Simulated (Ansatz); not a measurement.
Ag₅Se⁻, relaxed as a singlet with RKS r2SCAN-D4/def2-SVPD in Ansatz, starting from the GFN1-xTB geometry. Force threshold 0.02 eV/Å.

In the def2 sets Ag takes a core potential; there is no spin–orbit coupling. The relaxation made no stability test and no search for a lower SCF solution. No other spin state of charge -1 was run. The structure comes from a short search, and lower isomers may exist.

Start:

```xyz
6

Ag   -0.499    1.192    1.028
Ag   -0.517   -0.660    2.976
Ag    0.284    0.412   -1.572
Ag    0.943   -2.154   -2.005
Ag    0.132   -1.459    0.478
Se   -0.343    2.668   -0.905
```

(1) Estimate the energy that the relaxation releases and the steps that it takes.

(2) Does the start keep its bonding and symmetry?

(3) Predict the relaxed structure.

Results:

(1) 0.03 eV, in 3 steps; 32 s on 4 threads of Arm Neoverse V1 on a shared host. No frequencies were taken in this run, so the end may be a saddle point.

(2) By distances, no bond broke or formed. The bond that changes most is Ag3–Se6, from 2.43 to 2.48 Å (atoms count from 1). Point group Cs at the start, Cs at the end, both within 0.05 Å.

(3) 
```
atom   x (Å)   y (Å)   z (Å)
 Ag1  -0.504   1.206   1.072
 Ag2  -0.518  -0.716   2.946
 Ag3   0.294   0.400  -1.616
 Ag4   0.924  -2.188  -1.955
 Ag5   0.154  -1.389   0.462
 Se6  -0.350   2.687  -0.910
```
Bond lengths (bridged metal pairs left out): 6 × Ag–Ag 2.66 to 2.75 Å; 2 × Ag–Se 2.48 Å.
